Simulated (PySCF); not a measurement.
GeH3, SMILES [GeH3] (connectivity only; charge and spin as stated), charge +1, multiplicity 1.

Geometry optimised at r2SCAN-D4/def2-TZVPD. The spin state was assumed, not searched. The isomer is the one that the SMILES or the coordinates give; other isomers of the formula were not compared.

All values below come from PySCF with M06-2X/def2-TZVPD.

Symmetry labels are those of the subgroup C2v that the program uses (full group D3h).

Computed valence orbital energies around the gap with their symmetry:
```json
[
 {"orbital": "HOMO−7", "symmetry": "A1", "energy (eV)": "-46.83"},
 {"orbital": "HOMO−6", "symmetry": "B2", "energy (eV)": "-46.67"},
 {"orbital": "HOMO−5", "symmetry": "A2", "energy (eV)": "-46.67"},
 {"orbital": "HOMO−4", "symmetry": "B1", "energy (eV)": "-46.34"},
 {"orbital": "HOMO−3", "symmetry": "A1", "energy (eV)": "-46.34"},
 {"orbital": "HOMO−2", "symmetry": "A1", "energy (eV)": "-24.15"},
 {"orbital": "HOMO−1", "symmetry": "B1", "energy (eV)": "-18.46"},
 {"orbital": "HOMO", "symmetry": "A1", "energy (eV)": "-18.45"},
 {"orbital": "LUMO", "symmetry": "B2", "energy (eV)": "-9.21"},
 {"orbital": "LUMO+1", "symmetry": "A1", "energy (eV)": "-5.32"},
 {"orbital": "LUMO+2", "symmetry": "A1", "energy (eV)": "-3.93"},
 {"orbital": "LUMO+3", "symmetry": "B1", "energy (eV)": "-3.93"}
]
```
